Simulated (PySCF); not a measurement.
# Electron correlation in C³⁺ (carbon, charge +3)

[He] 2s1, 2S determinant. Calculation: PySCF 2.14, in ANO-RCC-VTZP; the spin-free X2C one-electron Hamiltonian (Gaussian nucleus). Frozen: nothing; 3 electrons correlated.

| level | correlation energy (mhartree) |
| --- | --- |
| CCSD | -5.01 |
| (T) | 0.00 |
| CCSD(T) | -5.01 |
| CCSDT | -5.01 |
| FCI | -5.01 |

Diagnostics: T1 = 0.00032, D1 = 0.0006, largest double amplitude 0.004, weight of the Hartree-Fock determinant in FCI 0.9997 (13050 determinants).

Cost of the coupled-cluster step: of the order of 0.4 core-seconds, for 3 correlated electrons.

Iterations:

```
CC2 = 0
CCSD nocc = (np.int64(2), np.int64(1)), nmo = (30, 30)
frozen orbitals [[], []]
max_cycle = 100
direct = 0
conv_tol = 1e-08
conv_tol_normt = 1e-06
diis_space = 8
diis_start_cycle = 0
Init t2, MP2 energy = -0.00469321517704811
Init E_corr(UCCSD) = -0.004693215177368
cycle = 1  E_corr(UCCSD) = -0.00496337246127492  dE = -0.000270157284  norm(t1,t2) = 0.00157313
cycle = 2  E_corr(UCCSD) = -0.00500033198600296  dE = -3.69595247e-05  norm(t1,t2) = 0.000248465
cycle = 3  E_corr(UCCSD) = -0.00500652848221873  dE = -6.19649622e-06  norm(t1,t2) = 4.76805e-05
cycle = 4  E_corr(UCCSD) = -0.00500636039984243  dE = 1.68082376e-07  norm(t1,t2) = 3.65618e-06
cycle = 5  E_corr(UCCSD) = -0.00500636153071841  dE = -1.13087599e-09  norm(t1,t2) = 1.14108e-07
UCCSD converged
E(UCCSD) = -34.74497214024751  E_corr = -0.005006361530718414
UCCSD(T) correction = -3.51718106051079e-06
```
